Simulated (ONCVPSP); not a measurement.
## germanium: ONCV pseudisation with PBEsol, scalar-relativistic reference atom.

| Item | Value |
| --- | --- |
| Element | Ge |
| Generator | ONCVPSP 4.0.1 |
| Type | optimised norm-conserving Vanderbilt (ONCV) |
| Functional | PBEsol |
| Relativity | scalar-relativistic |
| Frozen core | [Ne] |
| Valence charge | 22 |
| Reference configuration | 3s2 3p6 3d10 4s2 4p1 (charge +1) |
| Partial waves | 3s+4s: rc 0.80 bohr, ncon 4, nbas 8, qcut 18.7 1/bohr, 2 projectors; 3p+4p: rc 1.30 bohr, ncon 4, nbas 7, qcut 12.3 1/bohr, 2 projectors; 3d: rc 0.60 bohr, ncon 4, nbas 9, qcut 18.2 1/bohr, 2 projectors, debl 2.9 Ha |
| Local potential | polynomial inside 0.40 bohr (lpopt 5, dvloc0 2 Ha) |
| Core correction | polynomial model core, fcfact 0.35 |

All-electron outer shells of the reference configuration (PBEsol, scalar-relativistic, ld1.x):

```json
{"shell": "2s", "level (eV)": "-1379.69", "outermost node (bohr)": "0.06", "outermost maximum (bohr)": "0.18"}
{"shell": "2p", "level (eV)": "-1207.14", "outermost node (bohr)": "–", "outermost maximum (bohr)": "0.14"}
{"shell": "3s", "level (eV)": "-177.16", "outermost node (bohr)": "0.26", "outermost maximum (bohr)": "0.54"}
{"shell": "3p", "level (eV)": "-124.47", "outermost node (bohr)": "0.23", "outermost maximum (bohr)": "0.54"}
{"shell": "3d", "level (eV)": "-38.34", "outermost node (bohr)": "–", "outermost maximum (bohr)": "0.50"}
{"shell": "4s", "level (eV)": "-19.89", "outermost node (bohr)": "0.77", "outermost maximum (bohr)": "1.71"}
{"shell": "4p", "level (eV)": "-11.26", "outermost node (bohr)": "0.82", "outermost maximum (bohr)": "2.08"}
```

What the tests gave:

| Quantity | Value |
| --- | --- |
| Cutoffs needed | 486 Ha and 852 Ha (the cutoffs (Ha) at which the residual kinetic energy of the hardest occupied pseudo-wave falls to 1 and 0.1 mHa per electron) |
| Ghost test | no bound ghost flagged; GHOST(+) flagged for s at 487.5 eV |
| Largest excitation error | +34 meV (all-electron minus pseudo) for 3s2 3p5 3d10 4s2 4p2, out of 4 test configurations |
| rms error of d²Exc/dni dnj | 1.85 mHa without and 0.97 mHa with the model core |

Generation and tests took about 3.9 s on one core of a shared server CPU.
